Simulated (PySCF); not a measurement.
# Vibration and rotation of KN

ROHF-CCSD(T) constants of KN, ³Σ⁻ (triplet), unpaired electrons π ↑↑ (basis K def2-TZVPP, N def2-TZVPP; no relativity; PySCF 2.14; masses 38.9637 and 14.0031 u):

```
ωe          : 298.8 cm⁻¹
ωexe        : 3.4 cm⁻¹
Be          : 0.24173 cm⁻¹
αe          : 0.00306 cm⁻¹
De to K + N : 0.57 eV
```

What force constant and bond length do these constants imply?

Reduced mass μred = 10.301 u; k = 5.8918×10⁻⁷·μred·ωe² (u, cm⁻¹, mdyn/Å) = 0.542 mdyn/Å; Re = √(16.8576/(μred·Be)) (u, cm⁻¹, Å) = 2.602 Å.

Estimate the centrifugal constant D from the Kratzer relation and find the Dunham coefficient a1.

D = 4Be³/ωe² = 6.33e-07 cm⁻¹; a1 = −1 − αeωe/(6Be²) = -3.61.

Correlated steps freeze 6 core orbitals. The CCSD T1 diagnostic is raised, a sign that a single reference may not be enough here. The state was picked by a PBE0 search and need not be the measured ground state.
